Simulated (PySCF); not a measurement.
# Assigning NMR signals

Cartesian coordinates in Å; atom numbers follow the order of the lines, from 1:
```xyz
19

Si    3.4038   -1.2397    0.1392
O     2.3556   -0.0309    0.3657
Si    1.3451    1.2308    0.2780
C    -0.4138    0.5920    0.0456
C    -0.6994   -0.7666   -0.0544
C    -1.9965   -1.2157   -0.2275
C    -3.0389   -0.3080   -0.3033
C    -2.7755    1.0485   -0.2051
C    -1.4764    1.4888   -0.0332
H     4.4336   -0.7651   -0.7824
H     2.6601   -2.3654   -0.4271
H     3.9369   -1.5449    1.4641
H     1.4989    1.9371    1.5514
H     1.7585    2.0485   -0.8660
H     0.1108   -1.4789    0.0089
H    -2.1966   -2.2750   -0.3058
H    -4.0535   -0.6555   -0.4345
H    -3.5862    1.7609   -0.2647
H    -1.2764    2.5485    0.0439
```

[PySCF 2.14.0 with density-fitted response routines: GFN2-xTB geometry; shieldings: GIAO PBE0/pcSseg-1; rapidly exchanging positions averaged; in vacuum; no relativistic terms; single conformer]

Referencing at the same level of theory: TMS for 13C and 1H.

Question: Assign these signals to the numbered atoms. 13C{1H} NMR (computed): δ 140.4 (C), 138.2 (CH), 135.5 (CH), 133.2 (CH).

Answer: 
| δ (ppm) | atoms | environment | reason |
| --- | --- | --- | --- |
| 140.4 | C4 | substituted aromatic carbon | – |
| 138.2 | C5/C9 | aromatic CH | the aromatic region |
| 135.5 | C7 | aromatic CH | – |
| 133.2 | C6/C8 | aromatic CH | – |

Question: Assign these signals to the numbered atoms. 1H NMR (400 MHz, computed): δ 7.79 (m, 2H), 7.72 (m, 2H), 7.70 (m, 1H), 5.64 (s, 2H), 5.40 (s, 3H).

Answer: 
7.79 → H15/H19, hydrogen on an aromatic CH: the ring current deshields protons in the ring plane
7.72 → H16/H18, hydrogen on an aromatic CH
7.70 → H17, hydrogen on an aromatic CH
5.64 → H13/H14, hydrogen on a silicon bonded to C, O
5.40 → H10/H11/H12, hydrogen on a silicon bonded to O

H15/H19 and H16/H18; H16/H18 and H17 lie closer than the usual error of such a calculation, so a measured spectrum could show them in the other order.

Shifts are as computed. Against solution values, carbons near 30 ppm lie about +3 ppm off and those near 130 ppm about +5 ppm. Of 1211 compounds with measured shifts, 218 miss one by over three times the rms of a fit or turn the order of signals round; such compounds aren't used in these exercises. No couplings were computed; multiplicities are counted from neighbouring protons, with m where these are inequivalent, close in shift, in a saturated or five-membered ring or joined by F or P, and br s for small geminal =CH2 splittings.
